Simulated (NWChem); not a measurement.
A series in which one site is exchanged, each optimised at PBE0/def2-SVP with NWChem, gas phase unless a solvent is named. For some, no frequency run checked for a minimum. def2 effective core potentials on Sr, Ba; no spin-orbit coupling.

A: FSF (SF$_{2}$; site = S)
B: [F][Ca][F] (CaF2; site = Ca)
C: [F][Sr][F] (SrF₂; site = Sr)
D: [F][Ba][F] (BaF₂; site = Ba)

### Question
Rank them by dipole (D), PBE0/def2-SVP, lowest first.

### Answer
A (1.41), B (4.45), C (5.99), D (7.09)
